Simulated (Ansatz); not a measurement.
`C=[C]([SiH3])[InH2]` + `[AsH3]` → `[AsH2][InH2]` + `C=C[SiH3]` at 600 K and 1 bar (ligand exchange at the In–C bond).

Computed with Ansatz on PBE0-D4/def2-TZVP structures; ΔE is electronic, products minus reactants. CBS: MP2 limit from def2 TZ/QZ plus the TZ coupled-cluster correction, frozen cores. Elements past krypton have def2 core potentials. For As, In outer-core shells are correlated without core-valence functions, which leaves a few kJ/mol of doubt a bond. Scalar relativity is left out up to krypton.

```csv
species,CCSD(T)/CBS energy (Eh),H − E (kJ/mol),S (J/(mol·K))
`C=[C]([SiH3])[InH2]`,-559.14593,246.4,466.3
`[AsH3]`,-2236.79077,81.6,254.3
`[AsH2][InH2]`,-2427.20683,114.0,377.1
`C=C[SiH3]`,-368.76077,221.4,355.7
```

H − E and S are ideal-gas, rigid-rotor, harmonic terms from PBE0-D4/def2-TZVP. 1 Eh = 2625.50 kJ/mol, R = 8.31446 J/(mol·K).

By hand: ΔE, ΔH, ΔS and ΔG.

ΔE = (-2427.20683) + (-368.76077) − (-559.14593) − (-2236.79077) = -0.03090 Eh = -81.1 kJ/mol. Δ(H − E) = 114.0 + 221.4 − 246.4 − 81.6 = 7.4, so ΔH = -73.7 kJ/mol. ΔS = 377.1 + 355.7 − 466.3 − 254.3 = 12.2 J/(mol·K). ΔG = -73.7 − 600 × (12.2)/1000 = -81.0 kJ/mol.

By hand: the equilibrium constant, and the temperature at which ΔG would vanish if ΔH and ΔS stayed fixed.

log₁₀ K = −ΔG/(RT ln 10) = 7.1. ΔH and −TΔS have one sign here, so there is no such temperature.

The number of gas molecules stays the same, so ΔS is small and ΔH decides. A doubt of 5 kJ/mol in ΔE shifts log₁₀ K by 0.4 here. These are equilibria of isolated gas molecules and say nothing of rates. Largest T1 diagnostic: 0.014 (customary marks: 0.02 for closed shells, 0.045 for open ones).
